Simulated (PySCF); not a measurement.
C₉H₁₁O (charge +1).
SMILES with atom numbers: `[CH3:1][O:2][c+:3]1[cH:4][cH:5][cH:6][cH:7][c:8]([CH3:9])[cH:10]1`

NICS is the negative of the GIAO shielding at a point without a nucleus: at the ring centre (0) and 1 Å above and below it (1); zz is the component along the ring normal. Level: GIAO PBE0/pcSseg-1 (PySCF, non-relativistic, gas phase) on the GFN2-xTB geometry, one conformer.

Ring bond lengths (Å), with Mayer bond orders in brackets: C3–C4 1.416 (1.24), C4–C5 1.370 (1.57), C5–C6 1.406 (1.33), C6–C7 1.370 (1.57), C7–C8 1.415 (1.26), C8–C10 1.379 (1.46), C10–C3 1.413 (1.29).

**Question.** Give the NICS values of each ring in ppm.

**Answer.** 
```json
{"ring": "C3–C4–C5–C6–C7–C8–C10", "type": "7-membered carbocycle; formal bonds all aromatic", "NICS(0)": "-4.4", "NICS(1), two faces": "-8.0 / -8.0", "NICS(1)zz, two faces": "-18.9 / -19.0", "rms pucker (Å)": "0.00", "centre to ring atoms, mean (Å)": "1.61"}
```

**Question.** What do they say, and how far can they be read as aromaticity?

**Answer.** 
- C3–C4–C5–C6–C7–C8–C10: mean NICS(1)zz -18.9 ppm, shielded.

**Question.** What does the geometric index give? HOMA = 1 − mean of α(R − Ropt)² over the ring bonds, with Krygowski's 1993 parameters (CC: Ropt 1.388 Å, α 257.7 Å⁻²).

**Answer.** 
- C3–C4–C5–C6–C7–C8–C10: HOMA 0.88 = 1 − EN − GEO, with mean bond length 1.395 Å, EN = α(Ropt − mean)² = 0.014 and GEO = α × variance = 0.105.

**Question.** What is the mean of the two in-plane components of NICS at the second NICS(1) probe listed for ring C3–C4–C5–C6–C7–C8–C10, 1 Å off the ring?

**Answer.** The isotropic value is a third of the trace: (3 × -8.0 − (-19.0))/2 = -2.5 ppm.

**Question.** List the ring angles and the Hirshfeld charges of the ring atoms.

**Answer.** 
- C3–C4–C5–C6–C7–C8–C10: C3 126.2° (+0.153 e), C4 128.5° (-0.010 e), C5 129.4° (+0.033 e), C6 128.7° (+0.018 e), C7 129.4° (+0.023 e), C8 126.2° (+0.078 e), C10 131.5° (-0.005 e); sum 900.0° against 900° for a flat convex ring.

**Question.** What are the shieldings of the ring atoms and their hydrogens in the same run (means over atoms taken as equivalent)?

**Answer.** 
| atoms | environment | σ isotropic (ppm) |
| --- | --- | --- |
| C3 | aromatic carbon bearing oxygen | 3.0 |
| C4 | aromatic CH carbon | 50.2 |
| C5 | aromatic CH carbon | 29.7 |
| C6 | aromatic CH carbon | 37.0 |
| C7 | aromatic CH carbon | 27.1 |
| C8 | substituted aromatic carbon | 12.6 |
| C10 | aromatic CH carbon | 36.0 |
| H on C4 | aromatic hydrogen | 23.65 |
| H on C5 | aromatic hydrogen | 22.80 |
| H on C6 | aromatic hydrogen | 23.04 |
| H on C7 | aromatic hydrogen | 22.95 |
| H on C10 | aromatic hydrogen | 23.06 |

Time: 43 s wall; peak memory 0.93 GiB. Hardware: Arm Neoverse V1, one thread, no GPU, shared host. This is the whole shielding run at PBE0/pcSseg-1, SCF included.

Conformer computed: `[CH3:1][O:2][c+:3]1[cH:4][cH:5][cH:6][cH:7][c:8]([CH3:9])[cH:10]1`: C1–O2–C3–C4 0°.
